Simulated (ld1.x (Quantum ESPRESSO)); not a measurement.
technetium: one change to a TM semilocal potential, before and after

ld1.x (Quantum ESPRESSO) 7.5 input, shortened:

```
&input
   title='Tc', zed=43., rel=1, dft='BLYP', iswitch=3,
   config='[Kr] 4d5 5s2 5p0'
 /
 &inputp
   pseudotype=1, tm=.true., lloc=0,
   nlcc=.true., new_core_ps=.true., rcore=0.75
 /
3
4P  2  1   6.00   0.00  1.20  1.20  0.0
4D  3  2   5.00   0.00  1.60  1.60  0.0
5S  1  0   2.00   0.00  2.30  2.30  0.0
 &test
   configts(1)='4p6 4d5 5s2 5p0'
 /
```

Change: all radii but the core radius scaled by about 1.11 (s 2.56, p 1.34, d 1.78 bohr).

Cutoffs: the cutoffs (Ry, on a coarse ladder) from which the occupation-weighted sum of valence levels, in a spherical-Bessel basis at the reference potential, stays within 10 and 1 mRy of its value at 400 Ry; they do not see the model core or the augmentation charge, which bear on the density cutoff. Errors are all-electron minus pseudo energies relative to the spin-unpolarised reference configuration.

Q: What does the change do?

A: The potential gets softer (100 Ry and 140 Ry → 70 Ry and 120 Ry); of the 7 tests that both files solve, the error grows in 5 and shrinks in 0 by more than 15 % and 0.3 meV (median size 20.8 → 30.0 meV); neither file shows a bound ghost. A larger radius leaves more room for a smooth pseudo-wave, so fewer plane waves are needed. More of the atom is replaced by a form fitted at one configuration, so other configurations suffer. A semilocal file is local in each channel, so a ghost entry of none says nothing of the separable form that plane-wave codes build from it.

| quantity | base | changed |
| --- | --- | --- |
| cutoff, loose | 100 Ry | 70 Ry |
| cutoff, tight | 140 Ry | 120 Ry |
| loose cutoff by channel (10 mRy a level) | p 55 Ry, d 40 Ry, s 6 Ry | p 50 Ry, d 40 Ry, s 6 Ry |
| bound ghosts | none | none |
| error for 4p6 4d5 5s1 5p0, meV [ΔE 8.12 eV] | -5.0 | -5.7 |
| error for 4p6 4d5 5s0 5p0, meV [ΔE 23.09 eV] | -28 | -30 |
| error for 4p6 4d4 5s0 5p0, meV [ΔE 51.70 eV] | +32 | +42 |
| error for 4p6 4d5 5s0 5p1, meV [ΔE 12.72 eV] | +2.9 | +15 |
| error for 4p5 4d5 5s2 5p0, meV [ΔE 51.30 eV] | -57 | -90 |
| error for 4p6 4d4 5s2 5p1, meV [ΔE 6.52 eV] | +21 | +27 |
| error for 4p6 4d5 5s0 5p2, meV [ΔE 7.76 eV] | +16 | +34 |
